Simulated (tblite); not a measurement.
Compound: C5H7NS.
Cartesian coordinates in Å at the GFN2-xTB level; atoms count from 1:
```
atom  x, y, z in Å
C1     2.8203   -1.0770    0.3991
C2     1.8677   -0.3506    0.2909
C3     0.8617    0.6375    0.1940
S4     1.3455    2.2093    0.3974
N5    -0.4011    0.2585   -0.0511
C6    -0.7805   -1.1198   -0.2219
C7    -1.4704    1.2140   -0.1591
H8     3.6419   -1.7229    0.4910
H9    -1.5192   -1.4014    0.5336
H10   -1.2245   -1.2657   -1.2105
H11    0.0912   -1.7636   -0.1249
H12   -1.0694    2.2157   -0.0125
H13   -1.9325    1.1510   -1.1472
H14   -2.2314    1.0145    0.5992
```

Method: GFN2-xTB as coded in tblite; computed harmonic values from a numerical Hessian at the method's own geometry, unscaled. Errors from tens to a few hundred cm⁻¹ against measured bands are possible. One conformer, not necessarily the lowest.

Harmonic wavenumbers (cm⁻¹): 78.7, 94.2, 109.0, 144.1, 206.1, 260.2, 277.1, 377.5, 430.7, 478.5, 511.0, 648.3, 654.6, 665.4, 959.8, 1041.5, 1086.1, 1122.3, 1138.3, 1168.7, 1263.5, 1395.1, 1406.3, 1452.6, 1453.0, 1463.9, 1470.4, 1510.9, 2226.3, 2952.1, 2962.3, 2973.5, 2982.2, 3024.7, 3043.7, 3392.9.

A = 2598, B = 2200, C = 1209 MHz; mass 113.030 u (most abundant isotopes); point group Cs, symmetry number 1.

Q: What is the zero-point energy?

A: Half the sum of the wavenumbers: 23213 cm⁻¹ = 277.69 kJ/mol.

Q: What is S at 500 K and 1 bar for an ideal gas of classical rigid rotors and harmonic oscillators?

A: Translation 178.56, rotation 124.57, vibration 162.80: S = 465.9 J/(mol K).

Q: And Cp and H(500 K) − H(0)?

A: Cp = 181.71 J/(mol K), of which vibrations give 148.45 (their classical limit is 36 R = 299.3); H(500 K) − H(0) = 57.78 kJ/mol without the zero-point energy, 41.15 from vibrations.

Q: Blend soft modes into free rotors: weight 1/[1 + (100 cm⁻¹/ν̃)⁴] for the oscillator and the rest for a rotor with moment μB/(μ + B), μ = h/(8π²ν), B = 10⁻⁴⁴ kg m². What vibrational entropy results?

A: 153.60 J/(mol K) in place of 162.80, which changes −T·S at 500 K by +4.60 kJ/mol.

Q: How do the functions run with temperature in this model?

A: 
| T (K) | S (J/(mol K)) | Cp (J/(mol K)) | H − H(0) (kJ/mol) | G − H(0) (kJ/mol) | ln q(vib) |
| --- | --- | --- | --- | --- | --- |
| 150 | 309.6 | 90.4 | 9.16 | -37.28 | 2.25 |
| 250 | 362.9 | 119.9 | 19.71 | -71.01 | 4.48 |
| 298.15 | 385.1 | 133.0 | 25.80 | -89.02 | 5.52 |
| 400 | 427.9 | 159.2 | 40.70 | -130.47 | 7.66 |
| 600 | 500.8 | 200.8 | 76.93 | -223.56 | 11.62 |
| 900 | 590.8 | 242.6 | 143.92 | -387.78 | 17.01 |

q(vib) and H(0) count from the zero-point level.

Q: Which modes carry the vibrational entropy at 500 K?

A: 78.7 cm⁻¹: 20.68; 94.2 cm⁻¹: 19.19; 109.0 cm⁻¹: 17.99; 144.1 cm⁻¹: 15.69; 206.1 cm⁻¹: 12.78; 260.2 cm⁻¹: 10.91 J/(mol K); the other 30 give 65.56 together.

Q: What must be added to the electronic energy to get the Gibbs energy at 500 K and 1 bar?

A: ZPE + [H(500 K) − H(0)] − T·S = 277.69 + 57.78 − 232.97 = 102.50 kJ/mol.

Hindered rotation and anharmonicity are outside this model. Other conformers, if any are populated, would add a mixing term that is left out.

On one thread of an Arm Neoverse N1, shared host, this took 0.58 s of wall time. The figure is for the frequency step alone.
